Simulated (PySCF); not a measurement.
Cartesian coordinates in Å; atom numbers follow the order of the lines, from 1:
```xyz
26

C    -1.8362    0.3661   -1.7500
Si   -1.8079    0.0730    0.0999
C    -2.0565    1.6627    1.0487
C    -3.0711   -1.2151    0.5964
O    -0.2882   -0.5043    0.5243
Si    1.0200   -1.4114    0.1055
N     2.3674   -0.3015    0.0626
Si    3.9771   -0.8698   -0.3244
Si    2.0741    1.4025    0.3607
H    -2.8151    0.7537   -2.0743
H    -1.0688    1.1009   -2.0402
H    -1.6418   -0.5653   -2.3048
H    -3.0499    2.0940    0.8476
H    -1.2971    2.4103    0.7726
H    -1.9757    1.4828    2.1321
H    -2.9061   -2.1586    0.0522
H    -4.0955   -0.8747    0.3764
H    -3.0078   -1.4302    1.6745
H     1.2450   -2.4818    1.1198
H     0.8099   -2.0528   -1.2304
H     4.4963   -0.2590   -1.5862
H     3.8892   -2.3521   -0.5074
H     4.9492   -0.5710    0.7706
H     1.1297    1.9993   -0.6332
H     3.3991    2.0822    0.2093
H     1.5525    1.6717    1.7325
```

PySCF 2.14.0 with density-fitted response routines calculation with geometry: PBE0-D3(BJ)/def2-SVP and GIAO CAM-B3LYP/pcSseg-1 shieldings; a single conformation, gas phase, equivalent nuclei averaged, non-relativistic Hamiltonian.

References, each an isolated molecule treated in the same way: 13C (182.45 ppm), 1H (31.33 ppm), 29Si (343.41 ppm) against TMS; H2O for 17O (338.55 ppm); 15N (267.29 ppm) vs NH3.

| atoms | nucleus | count | δ (ppm) |
| --- | --- | --- | --- |
| O5 | 17O | 1 | 73.5 |
| H10/H11/H12/H13/H14/H15/H16/H17/H18 | 1H | 9 | ? |
| Si8/Si9 | 29Si | 2 | -57.4 |
| H19/H20 | 1H | 2 | 4.96 |
| Si2 | 29Si | 1 | 21.0 |
| C1/C3/C4 | 13C | 3 | ? |
| H21/H22/H23/H24/H25/H26 | 1H | 6 | 4.50 |
| N7 | 15N | 1 | ? |
| Si6 | 29Si | 1 | -36.5 |

Fill in the missing shifts.

Answers


- C1/C3/C4: 1.3 ppm, methyl carbon bonded to Si; an electropositive neighbour leaves it electron-rich and shielded
- H10/H11/H12/H13/H14/H15/H16/H17/H18: 0.23 ppm, hydrogen on a methyl carbon bonded to Si; an electropositive neighbour shields it, as in TMS itself
- N7: -1.9 ppm, nitrogen bonded to 3 Si

Shifts are as computed, not scaled to solution data. Of 1211 compounds with measured shifts, 218 miss one by over three times the rms of a fit or turn the order of signals round; such compounds aren't used in these exercises. Experimental scales use liquid or dissolved standards, which lie at an offset from isolated NH3 (liquid NH3: subtract about 20 ppm) and H2O (liquid H2O: subtract about 36 ppm).
